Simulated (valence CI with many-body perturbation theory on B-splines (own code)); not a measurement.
## Level structure of Hf LXVIII

Calculated by relativistic CI+MBPT: three valence electrons over a frozen Dirac-Fock core [He], a basis of 11 s, 11 p, 10 d, 8 f, 5 g, 2 h functions for each j, with the one-electron correlation potential Σ1, the two-electron term Σ2, the three-electron term Σ3, Breit, model QED; selected CI, second order for the rest, scaled by the run's own slope (own B-spline code, finite nucleus).

The last digits are not significant, and no measured levels were compared; by estimate large intervals hold to a few tenths of a per cent, small ones and those within an open d or f shell to about a per cent.

Levels 1 to 45 of 165, with energies above the lowest level, (2s^2 2p1/2) J=1/2. "Leading %" is the weight of the configuration and term that name the level; weights of strongly mixed levels are sums over their largest components and can fall short, so below about 35 % the name and the second component can differ from the true leading terms, or belong to a minority configuration. In the jj column 3d3/2^4 stands for four electrons in 3d with j = 3/2. Lifetimes count E1, E2, E3, M1 and M2 decay at the calculated energies, and are blank where another channel may lead or the interval is too uncertain; long ones can be off by a factor of two.

| No. | Configuration | Term | J | E (eV) | Leading % | Lifetime | Second component | Leading jj |
| --- | --- | --- | --- | --- | --- | --- | --- | --- |
| 1 | 2s2.2p | 2P° | 1/2 | 0 | 100 |  |  | 2s^2 2p1/2 (100 %) |
| 2 | 2s.2p2 | 4P | 1/2 | 259 | 50 | 43.3 ps | 31 % 2s.2p2 2S | 2s 2p1/2^2 (100 %) |
| 3 | 2s2.2p | 2P° | 3/2 | 1291 | 99 | 27.5 ps |  | 2s^2 2p3/2 (99 %) |
| 4 | 2s.2p2 | 4P | 3/2 | 1473 | 90 | 11.7 ps | 7 % 2s.2p2 2D | 2s 2p1/2 2p3/2 (100 %) |
| 5 | 2s.2p2 | 2D | 5/2 | 1513 | 63 | 122 ps | 37 % 2s.2p2 4P | 2s 2p1/2 2p3/2 (100 %) |
| 6 | 2s.2p2 | 2P | 1/2 | 1583 | 69 | 102 fs | 31 % 2s.2p2 4P | 2s 2p1/2 2p3/2 (100 %) |
| 7 | 2s.2p2 | 2D | 3/2 | 1585 | 61 | 112 fs | 38 % 2s.2p2 2P | 2s 2p1/2 2p3/2 (100 %) |
| 8 | 2p3 | 2P° | 3/2 | 1854 | 48 | 148 fs | 27 % 2p3 2D° | 2p1/2^2 2p3/2 (99 %) |
| 9 | 2s.2p2 | 4P | 5/2 | 2782 | 63 | 490 fs | 37 % 2s.2p2 2D | 2s 2p3/2^2 (100 %) |
| 10 | 2s.2p2 | 2S | 1/2 | 2888 | 68 | 129 fs | 19 % 2s.2p2 4P | 2s 2p3/2^2 (100 %) |
| 11 | 2s.2p2 | 2P | 3/2 | 2888 | 59 | 69.6 fs | 32 % 2s.2p2 2D | 2s 2p3/2^2 (100 %) |
| 12 | 2p3 | 4S° | 3/2 | 3097 | 55 | 72.6 fs | 45 % 2p3 2D° | 2p1/2 2p3/2^2 (100 %) |
| 13 | 2p3 | 2D° | 5/2 | 3120 | 100 | 77.2 fs |  | 2p1/2 2p3/2^2 (100 %) |
| 14 | 2p3 | 2P° | 1/2 | 3176 | 100 | 67.1 fs |  | 2p1/2 2p3/2^2 (100 %) |
| 15 | 2p3 | 2P° | 3/2 | 4431 | 51 | 48.5 fs | 28 % 2p3 2D° | 2p3/2^3 (100 %) |
| 16 | 2s2.3s | 2S | 1/2 | 9970 | 98 | 3.86 fs |  | 2s^2 3s (98 %) |
| 17 | 2s2.3p | 2P° | 1/2 | 10056 | 96 | 101 fs |  | 2s^2 3p1/2 (96 %) |
| 18 | 2s.2p.3s | 4P° | 1/2 | 10143 | 85 | 4.32 fs | 13 % 2s.2p.3s 2P° | 2s 2p1/2 3s (99 %) |
| 19 | 2s.2p.3s | 4P° | 3/2 | 10171 | 59 | 3.86 fs | 41 % 2s.2p.3s 2P° | 2s 2p1/2 3s (99 %) |
| 20 | 2s.2p.3s | 2P° | 1/2 | 10201 | 95 | 5.03 fs | 4 % 2s.2p.3s 4P° | 2s 2p1/2 3s (99 %) |
| 21 | 2s.2p.3p | 4D | 1/2 | 10216 | 72 | 5.55 fs | 20 % 2s.2p.3p 2P | 2s 2p1/2 3p1/2 (100 %) |
| 22 | 2s.2p.3p | 4D | 3/2 | 10244 | 40 | 2.18 fs | 34 % 2s.2p.3p 2D | 2s 2p1/2 3p1/2 (100 %) |
| 23 | 2s.2p.3p | 4P | 1/2 | 10288 | 45 | 4.25 fs | 31 % 2s.2p.3p 2S | 2s 2p1/2 3p1/2 (99 %) |
| 24 | 2s2.3p | 2P° | 3/2 | 10438 | 98 | 73.0 fs |  | 2s^2 3p3/2 (98 %) |
| 25 | 2p2.3s | 4P | 1/2 | 10454 | 44 | 4.80 fs | 30 % 2p2.3s 2S | 2p1/2^2 3s (96 %) |
| 26 | 2s2.3d | 2D | 3/2 | 10495 | 98 | 631 as |  | 2s^2 3d3/2 (98 %) |
| 27 | 2p2.3p | 2P° | 1/2 | 10523 | 45 | 1.19 fs | 37 % 2p2.3p 4D° | 2p1/2^2 3p1/2 (97 %) |
| 28 | 2s2.3d | 2D | 5/2 | 10597 | 94 | 724 as |  | 2s^2 3d5/2 (94 %) |
| 29 | 2s.2p.3p | 4P | 3/2 | 10609 | 31 | 6.12 fs | 27 % 2s.2p.3p 4D | 2s 2p1/2 3p3/2 (100 %) |
| 30 | 2s.2p.3p | 4D | 5/2 | 10642 | 41 | 12.9 fs | 40 % 2s.2p.3p 2D | 2s 2p1/2 3p3/2 (95 %) |
| 31 | 2s.2p.3p | 2D | 3/2 | 10644 | 43 | 2.74 fs | 24 % 2s.2p.3p 2P | 2s 2p1/2 3p3/2 (100 %) |
| 32 | 2s.2p.3p | 2P | 1/2 | 10649 | 44 | 1.78 fs | 19 % 2s.2p.3p 2S | 2s 2p1/2 3p3/2 (97 %) |
| 33 | 2s.2p.3d | 4F° | 3/2 | 10654 | 70 | 2.49 fs | 13 % 2s.2p.3d 2D° | 2s 2p1/2 3d3/2 (100 %) |
| 34 | 2s.2p.3d | 4F° | 5/2 | 10685 | 42 | 3.72 fs | 32 % 2s.2p.3d 2F° | 2s 2p1/2 3d3/2 (99 %) |
| 35 | 2s.2p.3d | 2P° | 3/2 | 10703 | 30 | 527 as | 24 % 2s.2p.3d 4D° | 2s 2p1/2 3d3/2 (99 %) |
| 36 | 2s.2p.3d | 4D° | 1/2 | 10707 | 53 | 548 as | 40 % 2s.2p.3d 2P° | 2s 2p1/2 3d3/2 (98 %) |
| 37 | 2s.2p.3d | 4P° | 5/2 | 10768 | 33 | 696 as | 30 % 2s.2p.3d 4D° | 2s 2p1/2 3d5/2 (100 %) |
| 38 | 2s.2p.3d | 2F° | 7/2 | 10797 | 40 | 714 as | 36 % 2s.2p.3d 4F° | 2s 2p1/2 3d5/2 (100 %) |
| 39 | 2s.2p.3d | 2F° | 5/2 | 10809 | 47 | 717 as | 24 % 2s.2p.3d 2D° | 2s 2p1/2 3d5/2 (99 %) |
| 40 | 2s.2p.3d | 2P° | 3/2 | 10809 | 39 | 723 as | 32 % 2s.2p.3d 2D° | 2s 2p1/2 3d5/2 (96 %) |
| 41 | 2p2.3p | 2P° | 3/2 | 10920 | 34 | 2.52 fs | 19 % 2p2.3p 4D° | 2p1/2^2 3p3/2 (96 %) |
| 42 | 2p2.3d | 2D | 3/2 | 10962 | 42 | 3.77 fs | 32 % 2p2.3d 4F | 2p1/2^2 3d3/2 (98 %) |
| 43 | 2p2.3d | 2D | 5/2 | 11077 | 36 | 729 as | 18 % 2p2.3d 4D | 2p1/2^2 3d5/2 (98 %) |
| 44 | 2s.2p.3s | 4P° | 5/2 | 11438 | 100 | 5.62 fs |  | 2s 2p3/2 3s (100 %) |
| 45 | 2s.2p.3s | 2P° | 3/2 | 11465 | 76 | 3.39 fs | 24 % 2s.2p.3s 4P° | 2s 2p3/2 3s (100 %) |

The ionisation energy to 2s2 1S_0 of the next ion comes out as 17671 eV (NIST: 17680 ± 40 eV (theoretical)). All 165 levels together are meant to be complete up to 14445 eV.
